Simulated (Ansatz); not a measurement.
Input file:

```yaml
crystal:
  periodic: [false, false, false]
  atoms:
    - { symbol: Ge, position_ang: [0.0, 0.0, 0.0] }
    - { symbol: H, position_ang: [1.0763, 0.0, 1.3798] }
    - { symbol: H, position_ang: [1.6596, 0.0, 0.5553] }
    - { symbol: H, position_ang: [-0.73, 1.2648, -0.5162] }
    - { symbol: O, position_ang: [-0.8337, -1.4443, -0.5894] }
    - { symbol: H, position_ang: [-1.2883, -1.91, 0.183] }
basis:
  gaussian: { orbitals: def2-SVP }
hamiltonian:
  xc: pbe
  dispersion: d4
relax:
  f_tol: 0.15
  max_steps: 25
  restrain:
    - { distance: [1, 2], at: 0.66, k: 30.0 }
    - { distance: [0, 1], at: 2.75, k: 30.0 }
    - { distance: [0, 2], at: 2.75, k: 30.0 }
output:
  orbitals: {}
```

Run as:

```bash
$ ansatz run input.yaml --threads 1 --pin off --max-ram 2048MiB --backend cpu --events-out ev --progress --plain --runs-dir out
```

Hardware: 1 thread of Intel(R) Xeon(R) 6975P-C (Granite Rapids) (shared host).

**Question.** Roughly how long does this run take, and how much memory?

**Answer.** 11 s, with a peak of 0.12 GiB, for 17 ionic steps.
